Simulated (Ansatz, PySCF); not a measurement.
Process, species as SMILES: BOB -> B[O] + [BH2] (BH2) (the B-O bond at the site shown breaks; other sites are not compared here)
Each molecule is optimised on its own at B3LYP-D3(BJ)/def2-TZVP (Ansatz, a first-principles code), one conformer each, not searched for the lowest. Frequencies are from Ansatz or PySCF.
Geometry of the first species:
SMILES: BOB
```xyz
7

O      0.0000     0.0000     0.0000
B     -1.1648    -0.6508     0.0037
H     -1.6766    -0.9097    -1.0426
H     -1.6484    -0.9481     1.0533
B      1.1648     0.6508    -0.0037
H      1.1514     1.8438     0.0183
H      2.1736     0.0140    -0.0289
```
Charge 0, spin multiplicity 1.

Quantity: bond dissociation energy (enthalpy at 298 K, with B3LYP-D3(BJ) rigid-rotor harmonic-oscillator terms), in kcal/mol. Valence correlation only, unless marked. UHF or UKS for open shells. No spin-orbit coupling. Non-relativistic. CBS(X,Y): correlation extrapolated as X^-3; Hartree-Fock from the larger set. [CCSD(T)-MP2]/basis is that difference in the basis named.

| level | program | bond dissociation energy (kcal/mol) | minus last row |
|---|---|---|---|
| HF/cc-pVQZ | Ansatz | 99.1 | -30.2 |
| PBE0/STO-3G | Ansatz | 150.4 | 21.1 |
| PBE0/def2-SVP | Ansatz | 126.2 | -3.1 |
| CAM-B3LYP/def2-TZVPD | Ansatz | 125.3 | -4.0 |
| B2GP-PLYP/def2-TZVPD | Ansatz | 128.2 | -1.1 |
| MP2/cc-pVTZ | Ansatz | 137.8 | 8.5 |
| RI-MP2/cc-pVQZ | Ansatz | 139.5 | 10.2 |
| SCS-MP2/cc-pVDZ | Ansatz | 127.2 | -2.1 |
| RI-MP2/CBS(cc-pVTZ,cc-pVQZ)+[CCSD(T)-MP2]/cc-pVTZ | Ansatz | 129.5 | 0.2 |
| RI-MP2/CBS(aug-cc-pVTZ,aug-cc-pVQZ)+[CCSD(T)-MP2]/aug-cc-pVTZ | Ansatz | 129.3 | 0.0 |
